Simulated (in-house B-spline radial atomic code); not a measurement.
## Binding energies in P⁺

NIST's tabulated ground configuration is [Ne] 3s2 3p2; each binding energy is the energy of the ion with one electron taken from that subshell, relaxed, less that of the parent. Computed with a radial B-spline atomic code at the basis-set limit: Dirac-Hartree-Fock, average of configuration, Fermi nucleus of rms radius 3.1889 fm. Energies include first-order Breit, QED and recoil terms.

```json
{"subshell": "1s", "X-ray name": "K", "binding energy (eV)": "2165.3", "-ε (eV)": "2194.0", "relaxation (eV)": "26.8"}
{"subshell": "2s", "X-ray name": "L1", "binding energy (eV)": "210.1", "-ε (eV)": "216.5", "relaxation (eV)": "6.4"}
{"subshell": "3s", "X-ray name": "M1", "binding energy (eV)": "27.63", "-ε (eV)": "28.30", "relaxation (eV)": "0.66"}
{"subshell": "3p", "X-ray name": "M2,3", "binding energy (eV)": "18.46", "-ε (eV)": "18.90", "relaxation (eV)": "0.44"}
```

Relaxation = -ε minus the binding energy without Breit, QED and recoil terms.

Task: What does it cost to remove both a 3s and a 3p electron?

Result: 56.649 eV, which is 10.56 eV more than the two single binding energies together.

Task: What does it cost to remove both a 2s and a 3p electron?

Result: 242.72 eV, which is 14.2 eV more than the two single binding energies together.

Task: What does it cost to remove two 1s electrons?

Result: 4531.6 eV, which is 201 eV more than the two single binding energies together.
